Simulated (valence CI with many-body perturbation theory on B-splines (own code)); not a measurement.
**Run record, Mo XXXVII**

Computed by configuration interaction combined with many-body perturbation theory (CI+MBPT): four valence electrons over a frozen Dirac-Fock core [He], a basis of 11 s, 11 p, 9 d, 7 f, 5 g, 2 h, 1 i functions for each j, with the one-electron correlation potential Σ1 (screened to all orders), the two-electron term Σ2, the three-electron term Σ3, Breit, model QED; selected single and double excitations, second order for the rest (own B-spline code, finite nucleus).

Command, and the settings that its task file holds:

```sh
python run_cv.py task.json out
```

```
atom Mo  Z=42  mass_number=98  rms_radius_fm=4.4091
core [He]
valence 2s2 2p2
avg = 1
basis = L
breit = 1
cap = 40000
capref = 1200
cscale = 1
de = 0.0
dress = 0
eps = 2e-08
h = 0.27
hh = 1
l2 = 3
lcore = 6
maxit = 60
n2 = 5
natural = 1
nlev = 60
nno = [7, 7, 6, 5, 4, 2, 1]
nroot = 26
nsp = [4, 4, 3, 2, 1, 0, 0]
pt2 = 1
qed = 1
rpa = 1
s1 = 1
s2 = 1
s3 = 1
screen = 1
tol = 2e-05
```

It took 3.9 min on 1 thread of Arm Neoverse V2, with other jobs on the host.

Log. The first blocks belong to the next ion, which gives the ionisation energy. Fields: 2J, parity (1 odd), roots, reference size, generating configurations, candidates as configurations/state functions, variational space P, stored matrix elements, Davidson steps; e2 is the range of second-order energies in hartree. The first line gives the box (bohr), its intervals, the orbitals and the steps of their self-consistent field. Window is the range of levels sought, series limit the energy at which the first omitted orbital would enter, core excitation an estimate of the first excitation out of the core, left out the lowest levels not solved, and shifts from estimates the range by which levels moved from their first estimate, all in cm⁻¹.

```
rmax 2.3 intervals 56 orbitals 81 references ['2s2 2p2', '2s 2p3', '2p4'] scf 3 t 0.4
2J=1 par=1 roots 2 ref 40 generators 2 cand 2895/4152 P 1806/2752 nnz 1.6e+06 it 5
2J=1 par=1 roots 2 ref 40 generators 2 cand 1121/1440 P 2050/3126 nnz 2e+06 it 3
   second order: generators 6 cand 3580/4933 e2 -0.00001 -0.00001
reference levels 672, estimated 466, window 25166121 1/cm; series limit 34785977, core excitation 142810918
2J=0 par=0 roots 13 ref 38 generators 17 cand 19545/32683 P 5353/8000 nnz 3.6e+06 it 5
2J=0 par=0 roots 13 ref 38 generators 18 cand 17091/28617 P 14027/23354 nnz 2.5e+07 it 7
   second order: generators 42 cand 34934/61662 e2 -0.00004 -0.00000
2J=2 par=0 roots 21 ref 83 generators 20 cand 25099/92222 P 2636/8000 nnz 5.1e+06 it 8
2J=2 par=0 roots 21 ref 83 generators 20 cand 23719/87944 P 11457/40000 nnz 7.7e+07 it 9
   second order: generators 43 cand 44419/186617 e2 -0.00061 -0.00011
2J=4 par=0 roots 23 ref 93 generators 21 cand 27987/131802 P 2441/7999 nnz 5.6e+06 it 7
2J=4 par=0 roots 23 ref 93 generators 22 cand 29412/142669 P 9811/40000 nnz 8.2e+07 it 9
   second order: generators 47 cand 53525/302702 e2 -0.00131 -0.00032
2J=4 par=1 roots 20 ref 100 generators 22 cand 27974/131619 P 2333/8000 nnz 6e+06 it 8
2J=4 par=1 roots 20 ref 100 generators 22 cand 26771/127357 P 9457/39998 nnz 8.5e+07 it 9
   second order: generators 45 cand 51064/280904 e2 -0.00133 -0.00027
2J=2 par=1 roots 20 ref 94 generators 22 cand 25164/92367 P 2842/8000 nnz 5.3e+06 it 7
2J=2 par=1 roots 20 ref 94 generators 23 cand 23675/88101 P 11787/39998 nnz 7.9e+07 it 8
   second order: generators 50 cand 47940/192962 e2 -0.00063 -0.00007
2J=6 par=1 roots 11 ref 70 generators 15 cand 27189/140772 P 2421/7997 nnz 6e+06 it 5
2J=6 par=1 roots 11 ref 70 generators 15 cand 25907/136484 P 8839/39998 nnz 9.6e+07 it 8
   second order: generators 33 cand 47946/319287 e2 -0.00066 -0.00024
2J=0 par=1 roots 8 ref 37 generators 12 cand 18424/30669 P 5191/8000 nnz 3.8e+06 it 5
2J=0 par=1 roots 8 ref 37 generators 13 cand 14897/25206 P 11528/18697 nnz 1.8e+07 it 8
   second order: generators 26 cand 27932/50137 e2 -0.00004 -0.00001
2J=6 par=0 roots 12 ref 63 generators 12 cand 27105/140644 P 2245/8000 nnz 6e+06 it 8
2J=6 par=0 roots 12 ref 63 generators 14 cand 31365/171856 P 8283/40000 nnz 9.8e+07 it 8
   second order: generators 29 cand 47875/307963 e2 -0.00104 -0.00032
2J=8 par=1 roots 4 ref 36 generators 6 cand 15674/84316 P 2335/8000 nnz 6.1e+06 it 5
2J=8 par=1 roots 4 ref 36 generators 7 cand 16959/97472 P 7646/36394 nnz 1e+08 it 6
   second order: generators 15 cand 29025/191294 e2 -0.00009 -0.00005
2J=8 par=0 roots 5 ref 31 generators 5 cand 16798/101374 P 2212/7997 nnz 6.6e+06 it 5
2J=8 par=0 roots 5 ref 31 generators 5 cand 15405/95906 P 7530/39996 nnz 1.3e+08 it 6
   second order: generators 12 cand 27458/187532 e2 -0.00011 -0.00003
2J=10 par=0 roots 2 ref 11 generators 2 cand 8708/47808 P 2147/7999 nnz 7.8e+06 it 5
2J=10 par=0 roots 2 ref 11 generators 2 cand 7403/42316 P 4556/21879 nnz 5.7e+07 it 5
   second order: generators 6 cand 17402/111273 e2 -0.00005 -0.00004
left out: unestimated 33403019, estimated 26636432, shifts from estimates -80 to 222
operators 0.2
```

The Davidson iterations converged.

The last digits are not significant, and no measured levels were compared; by estimate large intervals hold to a few tenths of a per cent, small ones and those within an open d or f shell to about a per cent. Among the levels kept, up to 290 cm⁻¹ of a level comes from second order outside the variational space, and about a tenth of that is noise between levels of different J, which matters for small intervals.

```
Valence energy                            : -795.4363 hartree
Ionisation energy                         : 5092.8 eV (NIST: 5084 ± 6 eV (semi-empirical))
Reference configurations for the orbitals : 2s2 2p2, 2s 2p3, 2p4
Radial orbitals                           : 81
Box radius                                : 2.278 bohr
Largest variational space                 : 40000
Lowest levels                             : (2s^2 2p1/2^2) J=0 0.000, (2s^2 2p1/2 2p3/2) J=1 7.607, (2s^2 2p1/2 2p3/2) J=2 8.513, (2s^2 2p3/2^2) J=2 16.759, (2s 2p1/2^2 2p3/2) J=2 16.889, (2s^2 2p3/2^2) J=0 18.894, (2s 2p1/2^2 2p3/2) J=1 20.447, (2s 2p1/2 2p3/2^2) J=2 [a] 24.371, (2s 2p1/2 2p3/2^2) J=3 26.153, (2s 2p1/2 2p3/2^2) J=0 28.058, (2s 2p1/2 2p3/2^2) J=1 [a] 28.721, (2s 2p1/2 2p3/2^2) J=2 [b] 29.422, (2s 2p1/2 2p3/2^2) J=1 [b] 29.909, (2s 2p3/2^3) J=2 36.090 Ry
```

Levels are named by their leading jj configuration (3d3/2^4 stands for four electrons in 3d with j = 3/2), which in mixed levels can hold well under half, so a name can repeat and another be missing. Letters in brackets count levels of one name in rising energy.
